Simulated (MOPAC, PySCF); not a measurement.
[Ti(Cl)4], neutral singlet in the gas phase. 

Z-matrix (Å, degrees):
```
Ti
Cl 1 2.1665
Cl 1 2.1665 2 109.47
Cl 1 2.1665 2 109.47 3 120.00
Cl 1 2.1665 2 109.47 3 -120.00
```
Charge 0, spin multiplicity 1.

All levels are single points at this geometry (r2SCAN-D4/def2-SVP); Pople sets use spherical d functions. Orbital energies aren't observables, and empty levels follow the basis.

```
level                                     HOMO (eV)  LUMO (eV)  gap (eV)  dipole (D)  vertical IE, Delta-SCF (eV)
----------------------------------------  ---------  ---------  --------  ----------  ---------------------------
TPSSh-D3(BJ)/def2-TZVP in PySCF               -8.92      -4.27      4.65        0.00                            –
B3LYP/6-311+G** (LANL2DZ on Ti) in PySCF      -9.51      -4.44      5.08        0.00                            –
B3LYP/6-31G* (LANL2DZ on Ti) in PySCF         -9.49      -4.37      5.12        0.00                        11.55
B3LYP/LANL2DZ in PySCF                        -9.82      -4.74      5.09        0.00                            –
BP86/6-31G* (LANL2DZ on Ti) in PySCF          -8.52      -4.98      3.54        0.00                            –
M06-2X/6-31G* (LANL2DZ on Ti) in PySCF       -11.09      -3.52      7.57        0.00                            –
SVWN5/6-31G* (LANL2DZ on Ti) in PySCF         -8.54      -4.99      3.55        0.00                            –
HF/STO-3G in PySCF                           -11.60       4.18     15.79        0.00                            –
PM6 in MOPAC                                 -11.79      -2.94      8.85        0.00                            –
```
